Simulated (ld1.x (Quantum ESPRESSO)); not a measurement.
What one change does to a pseudopotential (Mg (Z = 12), PAW)

```json
{
 "Element": "magnesium",
 "Generator": "ld1.x (Quantum ESPRESSO) 7.5",
 "Type": "PAW",
 "Functional": "Wu–Cohen",
 "Relativity": "non-relativistic",
 "Frozen core": "[He]",
 "Valence charge": "10",
 "Reference configuration": "2s2 2p6 3s2 3p0",
 "Partial waves": "2s (bound): rcut 1.15, rcutus 1.30 bohr; 3s (bound): rcut 1.15, rcutus 1.30 bohr; 2p (bound): rcut 1.05, rcutus 1.10 bohr; 3p (bound, empty): rcut 1.05, rcutus 1.10 bohr; 3d channel at 0.4 Ry: rcut 1.15, rcutus 1.45 bohr; 3d channel at 2.15 Ry: rcut 1.15, rcutus 1.45 bohr",
 "Local potential": "all-electron potential smoothed inside 1.35 bohr (lloc = -2)",
 "Core correction": "a·sin(br)/r model core, default radius (ld1.x builds one for every PAW set, though the input has nlcc=.false.)",
 "Augmentation charge": "PSQ, inside the norm-conserving radii"
}
```

Change: augmentation BESSEL, radius 1.05 bohr.

Cutoffs: the cutoffs (Ry, on a coarse ladder) from which the occupation-weighted sum of valence levels, in a spherical-Bessel basis at the reference potential, stays within 10 and 1 mRy of its value at 400 Ry; they do not see the model core or the augmentation charge, which bear on the density cutoff. Errors are all-electron minus pseudo energies relative to the spin-unpolarised reference configuration.

**Question.** Predict the effect on cutoff, ghosts and configuration errors.

**Answer.** The potential gets neither clearly harder nor softer (70 Ry and 120 Ry → 70 Ry and 120 Ry); of the 6 tests that both files solve, the error grows in 2 and shrinks in 0 by more than 15 % and 0.3 meV (median size 0.0 → 0.1 meV); neither file shows a bound ghost at the reference potential, the only one tested.

```csv
quantity,base,changed
"cutoff, loose",70 Ry,70 Ry
"cutoff, tight",120 Ry,120 Ry
bound ghosts,none,none
"tests counted (converged, no solver errors)",6 of 7,6 of 7
"error for 2s2 2p6 3s1 3p0, meV [ΔE 7.91 eV]",0.0,+0.1
"error for 2s2 2p6 3s1.5 3p0, meV [ΔE 3.13 eV]",0.0,0.0
"error for 2s2 2p6 3s0 3p1, meV [ΔE 12.17 eV]",0.0,+0.1
"error for 2s2 2p5 3s2 3p0, meV [ΔE 58.62 eV]",-5.6,-22
"error for 2s2 2p6 3s0 3p2, meV [ΔE 7.07 eV]",0.0,+0.1
"error for 2s1 2p6 3s2 3p0, meV [ΔE 90.98 eV]",+3.5,-5.4
s: phases at 1.60 bohr within 0.05 rad from the reference energy up to (Ry; the scan ends near 5),to the end of the scan,to the end of the scan
p: phases at 1.60 bohr within 0.05 rad from the reference energy up to (Ry; the scan ends near 5),to the end of the scan,to the end of the scan
d: phases at 1.60 bohr within 0.05 rad from the reference energy up to (Ry; the scan ends near 5),to the end of the scan,to the end of the scan
lowest overlap eigenvalue by channel,"s 0.12, p 0.41, d 0.97","s 0.12, p 0.41, d 0.97"
```

Base: Tests not counted: 2s2 2p6 3s0 3p0 (pseudo-atom not self-consistent, printed error -482 eV). Changed file: Tests not counted: 2s2 2p6 3s0 3p0 (pseudo-atom not self-consistent, printed error -248 meV).
